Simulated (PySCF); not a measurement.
C2H8S3Si2.
Z-matrix (Å and degrees, PBE0-D3(BJ)/def2-SVP geometry), rows numbered from 1:
```
Si
S   1  2.1603
C   2  1.8274  1  102.57
C   3  1.5180  2  111.74  1    78.23
S   4  1.8282  3  111.45  2   178.12
Si  5  2.1458  4   94.55  3    46.75
S   3  1.8409  2  110.41  1   -46.71
H   1  1.4924  2  111.79  3   -46.92
H   1  1.4889  2  113.39  3    78.24
H   1  1.4922  2  102.13  3  -164.09
H   3  1.1005  2  104.69  1  -162.89
H   4  1.1004  3  109.53  2    60.70
H   4  1.1002  3  110.79  2   -58.57
H   6  1.4920  5  115.28  4    96.89
H   6  1.4902  5  109.17  4  -140.59
```

Probes without a nucleus sit at each ring's centroid and 1 Å off its mean plane on both sides; NICS is minus the shielding there, NICSzz its component along the normal. Level: GIAO PBE0/pcSseg-1 (PySCF, non-relativistic, gas phase) on the PBE0-D3(BJ)/def2-SVP geometry, one conformer.

Ring bond lengths (Å), with Mayer bond orders in brackets: C3–C4 1.518 (0.93), C4–S5 1.828 (1.00), S5–Si6 2.146 (0.97), Si6–S7 2.157 (0.93), S7–C3 1.841 (0.99).

Give the NICS values of each ring in ppm.

```
           ring                                                      type  NICS(0)  NICS(1), two faces  NICS(1)zz, two faces  rms pucker (Å)  centre to ring atoms, mean (Å)
C3–C4–S5–Si6–S7  5-membered ring with 2 S and Si; formal bonds all single     -9.5         -5.0 / -5.5           -2.4 / -3.1            0.23                            1.57
```

What do they say, and how far can they be read as aromaticity?

- C3–C4–S5–Si6–S7: mean NICS(1)zz -2.8 ppm, near zero. C3, C4, Si6 have four or more neighbours, and the NICS criterion for π rings isn't applied.

What field does 14.1 T along the ring normal induce along that normal at the first NICS(1) probe listed for ring C3–C4–S5–Si6–S7, 1 Å off the ring?

NICSzz × B0 = -2.4 ppm × 14.1 T = -34 μT, against the applied field.

How do the values depend on the level or the medium?

```tsv
level	NICS(0), C3–C4–S5–Si6–S7	mean NICS(1)zz, C3–C4–S5–Si6–S7
PBE0/pcSseg-1, gas	-9.5	-2.8
wB97X-D/pcSseg-1, gas	-9.3	-2.5
PBE0/pcSseg-1, IEF-PCM chloroform	-9.5	-2.7
PBE0/pcSseg-1, IEF-PCM dimethylsulfoxide	-9.5	-2.7
```

The geometry is the same throughout; the continuum's cavity takes Bondi-type radii × 1.2.
